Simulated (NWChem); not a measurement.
System meant: C₂H₇Sb; SMILES [CH3][SbH][CH3]

NWChem input:

```
start job
memory heap 200 mb stack 900 mb global 1100 mb
geometry units angstroms noautoz
  Sb    -0.382904     0.014962     0.000000
  H     -0.541959    -1.700650     0.000000
  C      1.086726     0.009519     1.603615
  H      1.886958    -0.714287     1.397685
  H      1.519281     1.015991     1.696511
  H      0.595438    -0.249440     2.552251
  C      1.086726     0.009519    -1.603615
  H      1.886958    -0.714287    -1.397685
  H      0.595438    -0.249440    -2.552251
  H      1.519281     1.015991    -1.696511
end
basis spherical
  Sb library def2-svp
  H library def2-svp
  C library def2-svp
end
dft
  xc xpbe96 cpbe96
  iterations 150
  mulliken
end
task dft energy
```

End of the output:

```
             Grid Information
             ----------------
          Grid used for XC integration:  medium
          Radial quadrature: Mura-Knowles
          Angular quadrature: Lebedev.
          Tag              B.-S. Rad. Rad. Pts. Rad. Cut. Ang. Pts.
          ---              ---------- --------- --------- ---------
          Sb                  1.45      123           9.0       590
          H                   0.35       45          12.0       434
          C                   0.70       49          11.0       434
          Grid pruning is: on
          Number of quadrature shells:   352
          Spatial weights used:  Erf1

          Convergence Information
          -----------------------
          Convergence aids based upon iterative change in
          total energy or number of iterations.
          Levelshifting, if invoked, occurs when the
          HOMO/LUMO gap drops below (HL_TOL):  1.00D-02
          DIIS, if invoked, will attempt to extrapolate
          using up to (NFOCK): 10 stored Fock matrices.

                    Damping( 0%)  Levelshifting(0.5)       DIIS
                  --------------- ------------------- ---------------
          dE  on:    start            ASAP                start
          dE off:    2 iters        150 iters           150 iters

      Screening Tolerance Information
      -------------------------------
          Density screening/tol_rho:  1.00D-10
          AO Gaussian exp screening on grid/accAOfunc:  14
          CD Gaussian exp screening on grid/accCDfunc:  20
          XC Gaussian exp screening on grid/accXCfunc:  20
          Schwarz screening/accCoul:  1.00D-08

      Superposition of Atomic Density Guess
      -------------------------------------

      charge =      51.0 Sb (Antinomy)

      symmetry species            s     p     d     f
      number of basis functions =10     7     6
      number of cont. functions = 4     4     2
      number of closed shells   = 5     3     2
      number of open shells     = 0     1     0
      open shell occupation     = 0     3     0
 ------------------------------------------------------------------------
 atomscf:atomd: error in atom scf                   0
 ------------------------------------------------------------------------
 ------------------------------------------------------------------------
  current input line :
    25: task dft energy
 ------------------------------------------------------------------------
 ------------------------------------------------------------------------
 This error has not yet been assigned to a category
 ------------------------------------------------------------------------
 For more information see the NWChem manual at https://nwchemgit.github.io

0:atomscf:atomd: error in atom scf:Received an Error in Communication
```

Task: Find the fault in this run and fix the input.

Result: The program stopped with an error. Cause: the def2 basis of a heavy element holds valence functions alone and wants its effective core potential (without it all electrons must fit into that basis). This input runs:
```
start job
memory heap 200 mb stack 900 mb global 1100 mb
geometry units angstroms noautoz
  Sb    -0.382904     0.014962     0.000000
  H     -0.541959    -1.700650     0.000000
  C      1.086726     0.009519     1.603615
  H      1.886958    -0.714287     1.397685
  H      1.519281     1.015991     1.696511
  H      0.595438    -0.249440     2.552251
  C      1.086726     0.009519    -1.603615
  H      1.886958    -0.714287    -1.397685
  H      0.595438    -0.249440    -2.552251
  H      1.519281     1.015991    -1.696511
end
basis spherical
  * library def2-svp
end
ecp
  Sb library def2-ecp
end
dft
  xc xpbe96 cpbe96
  iterations 150
  mulliken
end
task dft energy
```
It converges to -320.46585 Ha (PBE/def2-SVP with def2 effective core potentials on Sb).
